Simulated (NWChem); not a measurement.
MgH2; SMILES [MgH2]

Results from NWChem. The level has its own optimisation; frequencies are unscaled.

Task: What does the run give for PBE0/def2-TZVP? Quantities: r H–Mg (Å); highest harmonic frequency (cm⁻¹); lowest (cm⁻¹); zero-point energy (kcal/mol).

Result: 
```json
{
 "r H–Mg (Å)": "1.705",
 "highest harmonic frequency (cm⁻¹)": "1636",
 "lowest (cm⁻¹)": "454",
 "zero-point energy (kcal/mol)": "5.9"
}
```
